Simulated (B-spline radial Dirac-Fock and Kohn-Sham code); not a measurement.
**Dipole and non-dipole photoemission parameters of Re⁴⁺ 4d3/2**

System: Re⁴⁺, configuration [Xe] 4f14 5d3; threshold 325.7 eV (orbital energy of the model). Method: Dirac-Hartree-Slater photoionisation with a Latter tail; cross sections with all multipoles, angular parameters from the dipole term and its interference with E2. Computed with a radial atomic solver.

Input file task.json (cfg lists n, l and occupation; rrms is the nuclear radius in fm):

```json
{"items": [{
  "Z": 75,
  "q": 4,
  "cfg": [[1, 0, 2], [2, 0, 2], [2, 1, 6], [3, 0, 2], [3, 1, 6], [3, 2, 10], [4, 0, 2], [4, 1, 6], [4, 2, 10], [4, 3, 14], [5, 0, 2], [5, 1, 6], [5, 2, 3]],
  "A": 187,
  "rrms": 5.3698,
  "do": "xps",
  "hv": [54.7, 60, 60.1, 89.8, 100, 116.0, 176.0, 300, 348.0, 368.0, 400, 661.0, 778.0, 792.0, 836.0, 1000, 1253.6, 1350.0, 1860.0, 2310.0, 2984.4, 6150.0, 7910.0, 8590.0, 9560.0, 9630.0, 13300.0, 14100.0, 15000]
}]}
```

Run with: `python xray2_run.py task.json out`

For linearly polarised light dσ/dΩ = σ/(4π) [1 + β P₂(cos θ) + (δ + γ cos²θ) sin θ cos φ], with θ from the polarisation vector and φ the angle between the beam and the projection of the electron momentum on the plane normal to the polarisation.

```csv
hν (eV),σ (kb),β,γ,δ
348,124,-0.327,0.171,-0.001
368,136,-0.778,-0.025,0.061
400,162,-0.948,-0.215,0.137
661,244,0.329,0.162,0.073
778,223,0.607,0.165,0.037
792,220,0.633,0.161,0.034
836,210,0.706,0.145,0.026
1000,?,?,?,?
1253.6,126,1.096,-0.010,0.004
1350,112,1.144,-0.028,0.005
1860,61.9,1.292,-0.035,0.016
2310,39.2,1.349,0.033,0.027
2984.4,21.6,1.380,0.184,0.041
6150,3.07,1.308,0.914,0.097
7910,1.44,1.241,1.224,0.128
8590,1.12,1.216,1.327,0.140
9560,0.796,1.181,1.464,0.157
9630,0.778,1.178,1.473,0.159
13300,0.270,1.062,1.884,0.224
14100,0.222,1.039,1.956,0.239
15000,0.180,1.014,2.031,0.255
```

Q: Give the values at 1000 eV.

A: σ = 173 kb, β = 0.910, γ = 0.075, δ = 0.009.
